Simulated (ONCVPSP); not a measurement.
**An all-electron radial function and its pseudo partner (Ne)**

Columns: radius, all-electron u(r) and pseudo u(r) of the 2p shell (level -22.49 eV) of neon in the configuration [He] 2s2 2p5.5; LDA (Perdew-Zunger), scalar-relativistic, ONCV scheme, ONCVPSP 4.0.1.

| r (bohr) | all-electron | pseudo |
| --- | --- | --- |
| 0.080 | 0.1303 | 0.0383 |
| 0.160 | 0.3638 | 0.1468 |
| 0.240 | 0.5858 | 0.3081 |
| 0.320 | 0.7590 | 0.4977 |
| 0.400 | 0.8783 | 0.6881 |
| 0.480 | 0.9494 | 0.8546 |
| 0.560 | 0.9820 | 0.9794 |
| 0.640 | 0.9854 | 1.0534 |
| 0.720 | 0.9681 | 1.0770 |
| 0.800 | 0.9366 | 1.0576 |
| 0.880 | 0.8958 | 1.0069 |
| 0.960 | 0.8495 | 0.9380 |
| 1.040 | 0.8003 | 0.8623 |
| 1.120 | 0.7501 | 0.7881 |
| 1.200 | 0.7001 | 0.7201 |
| 1.280 | 0.6513 | 0.6598 |
| 1.360 | 0.6042 | 0.6068 |
| 1.440 | 0.5592 | 0.5597 |
| 1.520 | 0.5166 | 0.5166 |
| 1.600 | 0.4764 | 0.4764 |
| 1.680 | 0.4387 | 0.4387 |
| 1.760 | 0.4034 | 0.4034 |
| 1.840 | 0.3706 | 0.3705 |
| 1.920 | 0.3400 | 0.3400 |
| 2.000 | 0.3117 | 0.3117 |
| 2.080 | 0.2855 | 0.2855 |

(1) How many radial nodes do the two functions have?

(2) At about which radius was the pseudo-wave matched?

(3) Is the pseudo-wave norm-conserving?

## Answers

(1) The all-electron 2p function has n − l − 1 = 0; the pseudo-wave has 0.

(2) 1.55 bohr. The columns agree to 0.0005 from 1.44 bohr on; several derivatives are matched, so the curves merge somewhat inside the radius.

(3) Yes: the ONCV scheme keeps the norm inside the radius equal to the all-electron one, which fixes the energy derivative of the logarithmic derivative at the level.
